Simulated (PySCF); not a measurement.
## What builds the third ionisation energy along the second row

Calculated with PySCF 2.14 from differences of total energies of unrestricted determinants, without spin-orbit coupling. Each column adds one step, in eV (sums use unrounded values): valence MP2, valence CCSD, valence triples, then the next inner shell at CCSD(T) (C 1s, N 1s, O 1s, F 1s, Ne 1s). References (NIST) marked * lie between the lowest fine-structure levels; the others compare directly ((s) semi-empirical, (t) theoretical).

```
                                                                                                          element     UHF  + MP2  + CCSD  + (T)  + inner shell     sum     reference
         C [He] 2s2 → [He] 2s1 (x2c-QZVPPall with one added diffuse shell each of s, p, d, f type, spin-free X2C)  45.797  1.226   0.791  0.000          0.003  47.818        47.888
 O [He] 2s2 2p2 → [He] 2s2 2p1 (x2c-QZVPPall with one added diffuse shell each of s, p, d, f type, spin-free X2C)  54.609  0.431  -0.219  0.012          0.042  54.875  54.936 (s) *
 F [He] 2s2 2p3 → [He] 2s2 2p2 (x2c-QZVPPall with one added diffuse shell each of s, p, d, f type, spin-free X2C)  62.253  0.636  -0.225  0.003          0.035  62.702  62.708 (s) *
Ne [He] 2s2 2p4 → [He] 2s2 2p3 (x2c-QZVPPall with one added diffuse shell each of s, p, d, f type, spin-free X2C)  61.832  1.318   0.036  0.019          0.019  63.225      63.423 *
```

Problem. Estimate the missing row, N [He] 2s2 2p1 → [He] 2s2 (x2c-QZVPPall with one added diffuse shell each of s, p, d, f type, spin-free X2C).

Solution. The calculation gives UHF 47.298; + MP2 0.229; + CCSD -0.253; + (T) 0.031; + inner shell 0.053; sum 47.358. The reference value is 47.445 (s) *.

What remains against the references is mostly basis incompleteness and, for starred values, spin-orbit coupling.

These are valence bases, so the inner-shell step is incomplete.
